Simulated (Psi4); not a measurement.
H$_{4}$BN, charge -1, doublet, geometry from GFN2-xTB (a state made from the parent by changing its charge; the spin is typed, not shown lowest) (a gas-phase anion, which may not be bound at this level), atoms displaced at random by about 0.08 Å a coordinate; PBE/STO-3G, gradient (Psi4 1.11).

Input for Psi4:
```
memory 2 GB

molecule mol {
-1 2
  B    -0.797712    0.156526   -0.149480
  N     0.642428   -0.044142   -0.159649
  H    -1.555088   -0.949125    0.059562
  H    -1.125622    0.996928    0.454367
  H     1.253045    0.601759    0.036224
  H     1.030390   -0.676065    0.668784
symmetry c1
no_reorient
no_com
}

set basis sto-3g
set reference uks

gradient('pbe')
print_variables()
```

It wrote (shortened):

```
gradient() will perform analytic gradient computation.

   => Loading Basis Set <=

    Name: STO-3G
    Role: ORBITAL
    Keyword: BASIS

         ---------------------------------------------------------
                                   SCF
               by Justin Turney, Rob Parrish, Andy Simmonett
                          and Daniel G. A. Smith
                              UKS Reference
         ---------------------------------------------------------

  ==> Geometry <==

    Molecular point group: c1
    Full point group: C1

    Geometry (in Angstrom), charge = -1, multiplicity = 2:

       Center              X                  Y                   Z               Mass
    ------------   -----------------  -----------------  -----------------  -----------------
         B           -0.797712000000     0.156526000000    -0.149480000000    11.009305360000
         N            0.642428000000    -0.044142000000    -0.159649000000    14.003074004430
         H           -1.555088000000    -0.949125000000     0.059562000000     1.007825032230
         H           -1.125622000000     0.996928000000     0.454367000000     1.007825032230
         H            1.253045000000     0.601759000000     0.036224000000     1.007825032230
         H            1.030390000000    -0.676065000000     0.668784000000     1.007825032230

  Running in c1 symmetry.

  Rotational constants: A =      4.02787  B =      0.82193  C =      0.75916 [cm^-1]
  Rotational constants: A = 120752.40740  B =  24640.95343  C =  22758.99673 [MHz]
  Nuclear repulsion =   31.684155415413091

  Charge       = -1
  Multiplicity = 2
  Electrons    = 17
  Nalpha       = 9
  Nbeta        = 8

  ==> Algorithm <==

  SCF Algorithm Type is DF.
  DIIS enabled.
  MOM disabled.
  Fractional occupation disabled.
  Guess Type is SAD.
  Energy threshold   = 1.00e-08
  Density threshold  = 1.00e-08
  Integral threshold = 1.00e-12

  ==> Primary Basis <==

  Basis Set: STO-3G
    Blend: STO-3G
    Number of shells: 10
    Number of basis functions: 14
    Number of Cartesian functions: 14
    Spherical Harmonics?: true
    Max angular momentum: 1

  ==> DFT Potential <==

   => LibXC <=

    Version 7.1.2
    S. Lehtola, C. Steigemann, M. J. T. Oliveira, and M. A. L. Marques,  SoftwareX 7, 1–5 (2018) (10.1016/j.softx.2017.11.002)

   => Composite Functional: PBE <=

    PBE GGA Exchange-Correlation Functional

    J.P. Perdew et. al., Phys. Rev. Lett., 77(18), 3865-3868, 1996

    Deriv               =              1
    GGA                 =           TRUE
    Meta                =          FALSE

    Exchange Hybrid     =          FALSE
    MP2 Hybrid          =          FALSE

   => Exchange Functionals <=

    1.0000     XC_GGA_X_PBE

   => Correlation Functionals <=

    1.0000     XC_GGA_C_PBE

   => LibXC Density Thresholds  <==

    XC_GGA_C_PBE:  1.00E-12
    XC_GGA_X_PBE:  1.00E-15

   => Molecular Quadrature <=

    Radial Scheme          =       TREUTLER
    Pruning Scheme         =           NONE
    Nuclear Scheme         =       TREUTLER

    Blocking Scheme        =         OCTREE
    BS radius alpha        =              1
    Pruning alpha          =              1
    Radial Points          =             75
    Spherical Points       =            302
    Total Points           =         129549
    Total Blocks           =           1024
    Max Points             =            255
    Max Functions          =             14
    Weights Tolerance      =       1.00E-15

   => Loading Basis Set <=

    Name: (STO-3G AUX)
    Role: JKFIT
    Keyword: DF_BASIS_SCF

  ==> Integral Setup <==

  SCF_SUBTYPE=INCORE selected. In-core MEM_DF algorithm will be used.
  Using in-core AOs.

  ==> MemDFJK: Density-Fitted J/K Matrices <==

    J tasked:                   Yes
    K tasked:                    No
    wK tasked:                   No
    Algorithm:                 Core
    Schwarz Cutoff:           1E-12
    Mask sparsity (%):       0.0000
    Fitting Condition:        1E-10

   => Auxiliary Basis Set <=

  Basis Set: (STO-3G AUX)
    Blend: DEF2-UNIVERSAL-JKFIT
    Number of shells: 74
    Number of basis functions: 224
    Number of Cartesian functions: 262
    Spherical Harmonics?: true
    Max angular momentum: 4

  Minimum eigenvalue in the overlap matrix is 2.1449058975E-01.
  Reciprocal condition number of the overlap matrix is 9.3162034598E-02.
    Using symmetric orthogonalization.

  ==> Pre-Iterations <==

  SCF Guess: Superposition of Atomic Densities via on-the-fly atomic UHF (no occupation information).

   -------------------------
    Irrep   Nso     Nmo
   -------------------------
     A         14      14
   -------------------------
    Total      14      14
   -------------------------

  ==> Iterations <==

                           Total Energy        Delta E     RMS |[F,P]|

   @DF-UKS iter SAD:   -79.80668076518840   -7.98067e+01   0.00000e+00
   @DF-UKS iter   1:   -80.53370156553197   -7.27021e-01   1.67544e-02 ADIIS/DIIS
   @DF-UKS iter   2:   -80.53538436164663   -1.68280e-03   1.69903e-02 ADIIS/DIIS
   @DF-UKS iter   3:   -80.57460675764693   -3.92224e-02   1.53938e-03 ADIIS/DIIS
   @DF-UKS iter   4:   -80.57493564276540   -3.28885e-04   4.33363e-04 ADIIS/DIIS
   @DF-UKS iter   5:   -80.57496865939707   -3.30166e-05   1.22829e-04 ADIIS/DIIS
   @DF-UKS iter   6:   -80.57497172501877   -3.06562e-06   2.10463e-05 DIIS
   @DF-UKS iter   7:   -80.57497183921713   -1.14198e-07   5.31591e-06 DIIS
   @DF-UKS iter   8:   -80.57497184621488   -6.99775e-09   6.95113e-07 DIIS
   @DF-UKS iter   9:   -80.57497184633054   -1.15662e-10   1.48752e-07 DIIS
   @DF-UKS iter  10:   -80.57497184633634   -5.79803e-12   2.14870e-08 DIIS
   @DF-UKS iter  11:   -80.57497184633645   -1.13687e-13   3.33517e-09 DIIS
  Energy and wave function converged.

  ==> Post-Iterations <==

   Electrons on quadrature grid:
      Nalpha   =    9.0000000151 ; deviation = 1.505e-08
[...]

    Alpha Occupied:

[...]
    Alpha Virtual:

[...]
    Beta Occupied:

[...]
    Beta Virtual:

[...]
    Final Occupation by Irrep:
              A
    DOCC [     8 ]
    SOCC [     1 ]
    NA   [     9 ]
    NB   [     8 ]

  @DF-UKS Final Energy:   -80.57497184633645

   => Energetics <=

    Nuclear Repulsion Energy =             31.6841554154130911
    One-Electron Energy =                -176.9277749992750444
    Two-Electron Energy =                  77.5830853793819415
    DFT Exchange-Correlation Energy =     -12.9144376418564573
    Empirical Dispersion Energy =           0.0000000000000000
    VV10 Nonlocal Energy =                  0.0000000000000000
    Total Energy =                        -80.5749718463364530

  UHF NO Occupations:
  HONO-2 :    7  A 1.9996330
  HONO-1 :    8  A 1.9993811
  HONO-0 :    9  A 1.0000000
  LUNO+0 :   10  A 0.0006189
  LUNO+1 :   11  A 0.0003670
  LUNO+2 :   12  A 0.0002063
  LUNO+3 :   13  A 0.0001531

Computation Completed

Properties will be evaluated at   0.000000,   0.000000,   0.000000 [a0]

Properties computed using the SCF density matrix

 Multipole Moments:

 ------------------------------------------------------------------------------------
     Multipole            Electronic (a.u.)      Nuclear  (a.u.)        Total (a.u.)
 ------------------------------------------------------------------------------------

 L = 1.  Multiply by 2.5417464519 to convert [e a0] to [Debye]
 Dipole X            :          1.1368277            0.2100638            1.3468915
 Dipole Y            :         -0.7029016            0.8449589            0.1420573
 Dipole Z            :          1.6729694           -1.2207744            0.4521949
 Magnitude           :                                                    1.4278576

 ------------------------------------------------------------------------------------

         ------------------------------------------------------------
                                   SCF GRAD
                          Rob Parrish, Justin Turney,
                       Andy Simmonett, and Alex Sokolov
         ------------------------------------------------------------

  ==> Geometry <==

    Molecular point group: c1
    Full point group: C1

    Geometry (in Angstrom), charge = -1, multiplicity = 2:

       Center              X                  Y                   Z               Mass
    ------------   -----------------  -----------------  -----------------  -----------------
         B           -0.797712000000     0.156526000000    -0.149480000000    11.009305360000
         N            0.642428000000    -0.044142000000    -0.159649000000    14.003074004430
         H           -1.555088000000    -0.949125000000     0.059562000000     1.007825032230
         H           -1.125622000000     0.996928000000     0.454367000000     1.007825032230
         H            1.253045000000     0.601759000000     0.036224000000     1.007825032230
         H            1.030390000000    -0.676065000000     0.668784000000     1.007825032230

  Nuclear repulsion =   31.684155415413091

  ==> Basis Set <==

  Basis Set: STO-3G
    Blend: STO-3G
    Number of shells: 10
    Number of basis functions: 14
    Number of Cartesian functions: 14
    Spherical Harmonics?: true
    Max angular momentum: 1

  ==> DFJKGrad: Density-Fitted SCF Gradients <==

    Gradient:                    1
    J tasked:                  Yes
    K tasked:                   No
    wK tasked:                  No
    Integrals threads:           1
    Schwarz Cutoff:          1E-12
    Fitting Condition:       1E-10

   => Auxiliary Basis Set <=

  Basis Set: (STO-3G AUX)
    Blend: DEF2-UNIVERSAL-JKFIT
    Number of shells: 74
    Number of basis functions: 224
    Number of Cartesian functions: 262
    Spherical Harmonics?: true
    Max angular momentum: 4

  ==> DFT Potential <==

   => LibXC <=

    Version 7.1.2
    S. Lehtola, C. Steigemann, M. J. T. Oliveira, and M. A. L. Marques,  SoftwareX 7, 1–5 (2018) (10.1016/j.softx.2017.11.002)

   => Composite Functional: PBE <=

    PBE GGA Exchange-Correlation Functional

    J.P. Perdew et. al., Phys. Rev. Lett., 77(18), 3865-3868, 1996

    Deriv               =              1
    GGA                 =           TRUE
    Meta                =          FALSE

    Exchange Hybrid     =          FALSE
    MP2 Hybrid          =          FALSE

   => Exchange Functionals <=

    1.0000     XC_GGA_X_PBE

   => Correlation Functionals <=

    1.0000     XC_GGA_C_PBE

   => LibXC Density Thresholds  <==

    XC_GGA_C_PBE:  1.00E-12
    XC_GGA_X_PBE:  1.00E-15

   => Molecular Quadrature <=

    Radial Scheme          =       TREUTLER
    Pruning Scheme         =           NONE
    Nuclear Scheme         =       TREUTLER

    Blocking Scheme        =         OCTREE
    BS radius alpha        =              1
    Pruning alpha          =              1
    Radial Points          =             75
    Spherical Points       =            302
    Total Points           =         129549
    Total Blocks           =           1024
    Max Points             =            255
    Max Functions          =             14
    Weights Tolerance      =       1.00E-15

  -Total Gradient:
     Atom            X                  Y                   Z
    ------   -----------------  -----------------  -----------------
       1        0.052304303977     0.068539949389     0.023098636473
       2        0.050383506563     0.191174343242     0.018453859455
       3       -0.035198795821    -0.041918079421     0.010460290866
       4        0.031694059780    -0.057896993569    -0.038323806982
       5       -0.111473172831    -0.171379638275    -0.025059061522
       6        0.012284427273     0.011473677704     0.011375823694

  Variable Map:
  ----------------------------------------------------------------------------
[...]
  Array Variable Map:
  ----------------------------------------------------------------------------
[...]
[...]
```
